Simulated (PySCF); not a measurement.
Does the structure fit the spectrum?

A compound C₄H₁₀NPSi₂ gives the data below (simulated from a calculation) and was assigned the structure `Cn1cpc([SiH3])c1[SiH3]`.

13C{1H} NMR (computed): δ 153.3 (C), 138.8 (CH), 138.4 (CH2), 133.2 (CH).

1H NMR (500 MHz, computed): δ 8.71 (m, 1H), 7.57 (m, 1H), 6.41 (m, 1H), 6.35 (m, 1H), 4.58 (m, 6H).

Computed data (PySCF): σ from GIAO-PBE0/pcSseg-1, geometry from GFN2-xTB. Non-relativistic, no solvent, rapidly exchanging positions averaged, a single conformation.

References, each an isolated molecule treated in the same way: 1H (σ = 31.72 ppm), 13C (σ = 186.93 ppm) against TMS.

Problem. Compare with the shifts computed for the proposed structure, pairing carbons in order of shift.

Solution. Atom-mapped SMILES (the numbers label the heavy atoms): `[CH3:1][n:2]1[cH:3][p:4][c:5]([SiH3:6])[c:7]1[SiH3:8]`. Each H is labelled by its parent atom.

```csv
atom,computed for proposal,given list,difference
C3,167.2,153.3,+13.9
C5,150.6,138.8,+11.8
C7,140.6,138.4,+2.2
C1,40.6,133.2,-92.6
```

The rms difference is 47.2 ppm and the largest -92.6 ppm at C1 (methyl carbon bonded to N). The carbon types in order of shift don't match either: CH, C, C, CH3 for the proposal against C, CH, CH2, CH in the data. The proposal doesn't fit.

Problem. Which isomer fits?

Solution. `C=CC1=CP1N([SiH3])[SiH3]`.

1. δC 153.3: fully substituted alkene carbon; the olefinic region.
2. δC 138.8, 133.2: alkene CH; the olefinic region.
3. δC 138.4: terminal =CH2 carbon; an sp2 carbon of a C=C bond.
4. δH 8.71, 7.57: hydrogen on an alkene CH.

The data come from this structure; uniqueness wasn't tested.

Splittings by 31P in the carbon and heteronuclear signals aren't shown, as no couplings were computed. Shifts are as computed. Against solution values, carbons near 30 ppm lie about +3 ppm off and those near 130 ppm about +5 ppm. Of 1211 compounds with measured shifts, 218 miss one by over three times the rms of a fit or turn the order of signals round; such compounds aren't used in these exercises. Multiplicities follow the n + 1 count of equivalent neighbours, as no J values were calculated; m marks all less simple cases, F and P coupling included.
